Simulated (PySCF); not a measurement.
# In⁺: ionisation energy

In⁺ [Kr] 4d10 5s2 (1S) → In²⁺ [Kr] 4d10 5s1 (2S), as a difference of total energies. All numbers are calculated (PySCF 2.14, no relativity, point nucleus, in dyall-av2z). Correlated levels: valence: [Kr] 4d10 frozen; virtual orbitals above 40 to 60 times the deepest correlated orbital energy dropped. The calculations carry no spin-orbit coupling.

```
           method  ionisation energy (eV)
              UHF                  16.262
    MP2 (valence)                  16.877
SCS-MP2 (valence)                  17.000
   CCSD (valence)                  17.179
```

**Question.** How much does correlation contribute at MP2 (valence)?

**Answer.** 16.877 − (16.262) = 0.615 eV, measured against UHF.

These non-relativistic numbers lack the scalar-relativistic shift.

With two correlated electrons CCSD is exact in that space.

For comparison: 18.870 eV (measured; NIST Atomic Spectra Database, ionization energies).
